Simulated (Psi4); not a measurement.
C₄H₆Cl₂N₂Pd, singlet, geometry from GFN2-xTB (such geometries of metal compounds can be far from the true shape) (all electrons, no relativity). Base run: HF/3-21G (Psi4 1.11).

Geometry (Å):
```xyz
15

Pd     0.0002    -0.0001    -0.0003
Cl     2.1165    -0.8917    -0.0481
Cl    -2.1163     0.8916     0.0517
C      1.7014     4.0953     0.0142
C      1.1577     2.7744     0.0098
N      0.7189     1.7114     0.0067
H      2.1821     4.2950    -0.9434
H      2.4389     4.1837     0.8120
H      0.9020     4.8183     0.1763
C     -1.7031    -4.0946    -0.0162
C     -1.1576    -2.7744    -0.0125
N     -0.7186    -1.7115    -0.0080
H     -2.6025    -4.1197     0.5989
H     -0.9686    -4.7938     0.3836
H     -1.9564    -4.3816    -1.0368
```
Charge 0, spin multiplicity 1.
All else is at Psi4's defaults, with exact integrals.
Base energy -6092.19224 Eh.

Each row names what was changed in the base input (with any setting that the change needs).

```json
[
 {"change": "base", "ΔE vs base (mEh)": "0.000", "SCF cycles": "12", "basis functions": "131"},
 {"change": "diis_max_vecs = 15", "ΔE vs base (mEh)": "0.000", "SCF cycles": "13", "basis functions": "131"},
 {"change": "basis_guess = sto-3g", "ΔE vs base (mEh)": "0.000", "SCF cycles": "10", "basis functions": "131"},
 {"change": "d_convergence = 1e-4", "ΔE vs base (mEh)": "0.000", "SCF cycles": "12", "basis functions": "131"},
 {"change": "scf_initial_accelerator = none", "ΔE vs base (mEh)": "0.000", "SCF cycles": "14", "basis functions": "131"},
 {"change": "scf_initial_accelerator = ediis", "ΔE vs base (mEh)": "0.000", "SCF cycles": "12", "basis functions": "131"},
 {"change": "d_convergence = 1e-8", "ΔE vs base (mEh)": "0.000", "SCF cycles": "18", "basis functions": "131"},
 {"change": "puream = false", "ΔE vs base (mEh)": "0.000", "SCF cycles": "12", "basis functions": "131"},
 {"change": "guess = core", "ΔE vs base (mEh)": "0.000", "SCF cycles": "17", "basis functions": "131"},
 {"change": "guess = huckel", "ΔE vs base (mEh)": "0.000", "SCF cycles": "12", "basis functions": "131"},
 {"change": "scf_type = out_of_core", "ΔE vs base (mEh)": "0.000", "SCF cycles": "12", "basis functions": "131"},
 {"change": "level_shift = 1.0", "ΔE vs base (mEh)": "0.000", "SCF cycles": "12", "basis functions": "131"}
]
```
